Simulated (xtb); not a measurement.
BrPb (SMILES [Br][Pb]), doublet, from a rough starting geometry (GFN-xTB shapes and energies of metal compounds can be far from the true ones) (the spin is typed, not shown lowest); GFN2-xTB (xtb).

Input for xtb:
```
$ xtb mol.xyz --gfn 2 --uhf 1 --opt vtight --json

# file mol.xyz
2

Pb    -0.86280329    -0.71241282    -0.79622558
Br     0.85976311     0.71193228     0.75032301
```

**Question.** What does xtb print? Leave out banner, timings and long lists.

**Answer.** 
```
   ID    Z sym.   atoms
    1   82 Pb     1
    2   35 Br     2

           -------------------------------------------------
          |                Calculation Setup                |
           -------------------------------------------------

           -------------------------------------------------
          |                 G F N 2 - x T B                 |
           -------------------------------------------------

          ...................................................
          :                      SETUP                      :
          :.................................................:
          :  # basis functions                  14          :
          :  # atomic orbitals                  13          :
          :  # shells                            5          :
          :  # electrons                        11          :
          :  max. iterations                   250          :
          :  Hamiltonian                  GFN2-xTB          :
          :  restarted?                      false          :
          :  GBSA solvation                  false          :
          :  PC potential                    false          :
          :  electronic temp.          300.0000000     K    :
          :  accuracy                    1.0000000          :
          :  -> integral cutoff          0.2500000E+02      :
          :  -> integral neglect         0.1000000E-07      :
          :  -> SCF convergence          0.1000000E-05 Eh   :
          :  -> wf. convergence          0.1000000E-03 e    :
          :  Broyden damping             0.4000000          :
          :  net charge                          0          :
          :  unpaired electrons                  1          :
          ...................................................

 iter      E             dE          RMSdq      gap      omega  full diag
   1     -6.4095289 -0.640953E+01  0.573E+00    0.00       0.0  T
   2     -6.4099739 -0.445032E-03  0.346E+00    0.00       1.0  T
   3     -6.4104251 -0.451196E-03  0.889E-01    0.00       1.0  T
   4     -6.4105237 -0.986081E-04  0.654E-01    0.00       1.0  T
   5     -6.4106385 -0.114825E-03  0.456E-01    0.00       1.0  T
   6     -6.4106561 -0.175273E-04  0.316E-02    0.00       2.2  T
   7     -6.4106561 -0.763218E-07  0.154E-02    0.00       4.6  T
   8     -6.4106562 -0.921964E-08  0.930E-04    0.00      76.1  T
   9     -6.4106562 -0.225562E-10  0.159E-04    0.00     444.2  T

   *** convergence criteria satisfied after 9 iterations ***

         :::::::::::::::::::::::::::::::::::::::::::::::::::::
         ::                     SUMMARY                     ::
         :::::::::::::::::::::::::::::::::::::::::::::::::::::
         :: total energy              -6.410289837565 Eh    ::
         :: gradient norm              0.017029729204 Eh/a0 ::
         :: HOMO-LUMO gap              0.000000000000 eV    ::
         ::.................................................::
         :: SCC energy                -6.410656156380 Eh    ::
         :: -> isotropic ES            0.030457580766 Eh    ::
         :: -> anisotropic ES          0.002064935842 Eh    ::
         :: -> anisotropic XC         -0.001894174032 Eh    ::
         :: -> dispersion             -0.000993930263 Eh    ::
         :: repulsion energy           0.000366318816 Eh    ::
         :: add. restraining           0.000000000000 Eh    ::
         :: total charge              -0.000000000000 e     ::
         :::::::::::::::::::::::::::::::::::::::::::::::::::::

      -----------------------------------------------------------
     |                   =====================                   |
     |                        A N C O P T                        |
     |                   =====================                   |
     |               Approximate Normal Coordinate               |
     |                Rational Function Optimizer                |
[...]
 * total energy  :    -6.4102898 Eh     change       -0.1314504E-12 Eh
 * total energy  :    -6.3633580 Eh     change        0.4693180E-01 Eh
 * total energy  :    -6.4109784 Eh     change       -0.4762036E-01 Eh
 * total energy  :    -6.4112357 Eh     change       -0.2573363E-03 Eh
 * total energy  :    -6.4113857 Eh     change       -0.1499860E-03 Eh
 * total energy  :    -6.4113868 Eh     change       -0.1119612E-05 Eh
 * total energy  :    -6.4113871 Eh     change       -0.2239910E-06 Eh
 * total energy  :    -6.4113871 Eh     change       -0.7872814E-11 Eh
   *** GEOMETRY OPTIMIZATION CONVERGED AFTER 8 ITERATIONS ***
         :: total energy              -6.411387057103 Eh    ::
[...]
         :: gradient norm              0.000000007185 Eh/a0 ::
         :: HOMO-LUMO gap              0.000000000000 eV    ::
         ::.................................................::
         :: SCC energy                -6.412162702572 Eh    ::
         :: -> isotropic ES            0.027235488083 Eh    ::
         :: -> anisotropic ES          0.002147339339 Eh    ::
         :: -> anisotropic XC         -0.004119068712 Eh    ::
         :: -> dispersion             -0.000994467567 Eh    ::
         :: repulsion energy           0.000775645468 Eh    ::
         :: add. restraining           0.000000000000 Eh    ::
         :: total charge               0.000000000000 e     ::
         :::::::::::::::::::::::::::::::::::::::::::::::::::::

           -------------------------------------------------
          |                Property Printout                |
           -------------------------------------------------

    * Orbital Energies and Occupations

         #    Occupation            Energy/Eh            Energy/eV
      -------------------------------------------------------------
         1        2.0000           -0.9058305             -24.6489
         2        2.0000           -0.7999187             -21.7669
         3        2.0000           -0.4054623             -11.0332
         4        2.0000           -0.3849352             -10.4746
         5        2.0000           -0.3849352             -10.4746
         6        0.5000           -0.2768893              -7.5345 (HOMO)
         7        0.5000           -0.2768893              -7.5345 (LUMO)
         8                         -0.1025138              -2.7895
         9                          0.0853339               2.3221
        10                          0.0853339               2.3221
        11                          0.0918973               2.5007
        12                          0.0918973               2.5007
        13                          0.1973298               5.3696
      -------------------------------------------------------------
                  HL-Gap            0.0000000 Eh            0.0000 eV
             Fermi-level           -0.3039008 Eh           -8.2696 eV

     #   Z          covCN         q      C6AA      α(0)
     1  82 Pb       0.873     0.406   533.412    51.117
     2  35 Br       0.873    -0.406   196.419    22.597

 Mol. C6AA /au·bohr⁶  :       1356.932781
 Mol. C8AA /au·bohr⁸  :     159609.210579
 Mol. α(0) /au        :         73.713845

Wiberg/Mayer (AO) data.
largest (>0.10) Wiberg bond orders for each atom

 ---------------------------------------------------------------------------
     #   Z sym  total        # sym  WBO       # sym  WBO       # sym  WBO
 ---------------------------------------------------------------------------
     1  82 Pb   0.938 --     2 Br   0.938
     2  35 Br   0.938 --     1 Pb   0.938
 ---------------------------------------------------------------------------

Topologies differ in total number of bonds
Writing topology from bond orders to xtbtopo.mol

molecular dipole:
                 x           y           z       tot (Debye)
 q only:       -1.276      -1.055      -1.146
   full:       -1.888      -1.562      -1.696       7.574
molecular quadrupole (traceless):
                xx          xy          yy          xz          yz          zz
 q only:       -0.043       0.005      -0.052       0.088       0.069       0.095
  q+dip:       -0.291      -1.099       0.118      -1.072      -0.891       0.173
   full:       -0.173      -0.527       0.017      -0.450      -0.377       0.156

optimized geometry written to: xtbopt.xyz

           -------------------------------------------------
          | TOTAL ENERGY               -6.411387057103 Eh   |
          | GRADIENT NORM               0.000000007185 Eh/α |
          | HOMO-LUMO GAP               0.000000000000 eV   |
           -------------------------------------------------
```
